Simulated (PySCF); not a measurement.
H₂Cl₂Si, charge +1, doublet, at a GFN2-xTB geometry (a state made from the parent by changing its charge; the spin is typed, not shown lowest), atoms displaced at random by about 0.1 Å a coordinate.

Input for PySCF:
```python
from pyscf import gto, scf, dft
from pyscf.geomopt import geometric_solver

mol = gto.M(
    atom='''
Si   -0.06125228   -0.57910189    0.00426290
Cl    1.65605192    0.36668799    0.07542215
Cl   -1.74379469    0.44935844    0.00353624
H    -0.05675351   -1.79676159    1.02789606
H    -0.01864814   -1.68246659   -0.88334644
''',
    basis='6-31g',
    charge=1,
    spin=1,
    verbose=3,
)

def method(m):
    mf = dft.UKS(m)
    mf.xc = 'b3lyp'
    return mf

conv, mol_eq = geometric_solver.kernel(method(mol), maxsteps=100)
print('optimisation converged:', conv)
print(mol_eq.tostring(format='xyz'))
mf = method(mol_eq)
mf.kernel()
```

Problem. Give the Mulliken (on the basis functions themselves) charges in atom order at the level PySCF with B3LYP/6-31G.

Solution. Si1 0.70, Cl2 0.07, Cl3 0.07, H4 0.08, H5 0.08

Problem. Give the nuclear repulsion energy at the level B3LYP/6-31G.

Solution. 178.4508 Eh

Problem. Predict the HOMO energy from B3LYP/6-31G.

Solution. -14.79 eV

Problem. What is the computed <S^2> (B3LYP/6-31G)?

Solution. 0.753

Problem. Give the total energy at the end of the optimisation at the level B3LYP/6-31G.

Solution. -1210.6782 Eh

These values belong to the state on which the SCF converged, which isn't shown to be the lowest.

Problem. Roughly what does it cost on one core?

Solution. very roughly 50 core-seconds.
